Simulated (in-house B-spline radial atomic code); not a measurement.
## How G0W0 and RPA depend on the start: Rb⁻

Configuration [Kr] 5s2. Computed with an all-electron radial atomic-structure program (B-spline basis): all electrons, non-relativistic, point nucleus, each spin shell either full or empty, empty states to l = 9 with an (l + 1/2)⁻⁴ tail; G0W0 by contour deformation at full frequency.

The anion's configuration is assumed.

Without relativity these are model numbers: it shifts the levels of so heavy an element strongly and can reorder them.

| start | mean-field 5s (eV) | G0W0 (eV) | QP weight | RPA correlation (Eh) |
| --- | --- | --- | --- | --- |
| Hartree-Fock | -0.259 | ? | ? | ? |
| LC-wPBE | -0.621 | -0.640 | 0.900 | -2.582 |
| wB97X | -0.593 | ? | ? | ? |
| CAM-B3LYP | -0.079 | -0.478 | 0.771 | -2.5955 |

**Question.** What G0W0 level, weight and RPA correlation energy follow from the Hartree-Fock start?

**Answer.** G0W0 level -0.607 eV, weight 0.835, RPA correlation -2.4321 hartree.

**Question.** What G0W0 level, weight and RPA correlation energy follow from the wB97X start?

**Answer.** G0W0 level -0.571 eV, weight 0.896, RPA correlation -2.5731 hartree.

**Question.** How much of the dependence on the start does G0W0 remove?

**Answer.** The mean-field levels span 0.542 eV and the G0W0 levels 0.162 eV. Against 0.486 eV (electron affinity of the neutral atom) the G0W0 removal energies are off by -0.01 to +0.15 eV, with relativity, Breit and QED terms left out.
